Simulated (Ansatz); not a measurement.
`[O]=[V]([F])([F])[F]` + HCl → `[O]=[V]([F])([F])[Cl]` + H–F at 700 K and 1 bar (ligand exchange at a V–F bond).

Gas-phase electronic energies from Ansatz, PBE0-D4/def2-TZVP geometries. CBS: MP2 limit from def2 TZ/QZ plus the TZ coupled-cluster correction, frozen cores. This one scheme is used for every species. For V outer-core shells are correlated without core-valence functions, which leaves a few kJ/mol of doubt a bond. Scalar relativity is left out up to krypton.

```
                species  CCSD(T)/CBS energy (Eh)  H − E (kJ/mol)  S (J/(mol·K))
 `[O]=[V]([F])([F])[F]`              -1318.17840            82.8          384.2
                    HCl               -460.38127            38.4          211.8
`[O]=[V]([F])([F])[Cl]`              -1678.16404            81.8          407.2
                    H–F               -100.39570            45.2          198.5
```

H − E and S are ideal-gas, rigid-rotor, harmonic terms from PBE0-D4/def2-TZVP. 1 Eh = 2625.50 kJ/mol, R = 8.31446 J/(mol·K).

By hand: ΔE, ΔH, ΔS and ΔG.

ΔE = (-1678.16404) + (-100.39570) − (-1318.17840) − (-460.38127) = -0.00007 Eh = -0.2 kJ/mol. Δ(H − E) = 81.8 + 45.2 − 82.8 − 38.4 = 5.8, so ΔH = 5.6 kJ/mol. ΔS = 407.2 + 198.5 − 384.2 − 211.8 = 9.7 J/(mol·K). ΔG = 5.6 − 700 × (9.7)/1000 = -1.2 kJ/mol.

By hand: the equilibrium constant, and the temperature at which ΔG would vanish if ΔH and ΔS stayed fixed.

log₁₀ K = −ΔG/(RT ln 10) = 0.1. ΔG = 0 at ΔH/ΔS = 577 K, though so small a ΔH makes that figure unsure.

TΔS isn't small against ΔH here. The sign of ΔG lies within the doubt. A doubt of 5 kJ/mol in ΔE shifts log₁₀ K by 0.4 here. These are equilibria of isolated gas molecules and say nothing of rates. Largest T1 diagnostic: 0.032 (customary marks: 0.02 for closed shells, 0.045 for open ones).
